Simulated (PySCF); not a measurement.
**A survey of ²⁹Si NMR shifts**

[PySCF 2.14.0 with density-fitted response routines: geometry from GFN2-xTB; GIAO PBE0/pcSseg-1 shieldings; non-relativistic Hamiltonian; equivalent nuclei averaged; in vacuum; one computed conformer]

Shieldings were converted by a linear fit to measured shifts: ²⁹Si: δ = 279.94 − 0.822σ (rms 8.9 ppm, 72 shifts, 25.8 ppm with the 6 outliers that the fit left out vs TMS, solution or neat liquid). Occasional misses reach two or three times the rms, and more in compound classes unlike the fitted ones.

Problem. Give the ²⁹Si shifts of `CN1C[Si@@H](Cl)C[Si@@H]1CC#N`, `ClC(Cl)CC[SiH2]C(Cl)Cl`, `N#CC#CC1=CC[SiH2]1`, `C#C[SiH2]O[SiH](OC)OC`.

Solution. 
```csv
compound,environment,δ (ppm)
[CH3:1][N:2]1[CH2:3][Si@@H:4]([Cl:5])[CH2:6][Si@@H:7]1[CH2:8][C:9]#[N:10],"Si4: silicon bonded to 2 C, Cl, H, in a 5-membered ring",1.8
[CH3:1][N:2]1[CH2:3][Si@@H:4]([Cl:5])[CH2:6][Si@@H:7]1[CH2:8][C:9]#[N:10],"Si7: silicon bonded to 2 C, N, H, in a 5-membered ring",-14.8
ClC(Cl)CC[SiH2]C(Cl)Cl,"silicon bonded to 2 C, 2 H",-27.8
N#CC#CC1=CC[SiH2]1,"silicon bonded to 2 C, 2 H, in a 4-membered ring",-30.8
[CH:1]#[C:2][SiH2:3][O:4][SiH:5]([O:6][CH3:7])[O:8][CH3:9],"Si3: silicon bonded to C, O, 2 H",-54.6
[CH:1]#[C:2][SiH2:3][O:4][SiH:5]([O:6][CH3:7])[O:8][CH3:9],"Si5: silicon bonded to 3 O, H",-62.7
```
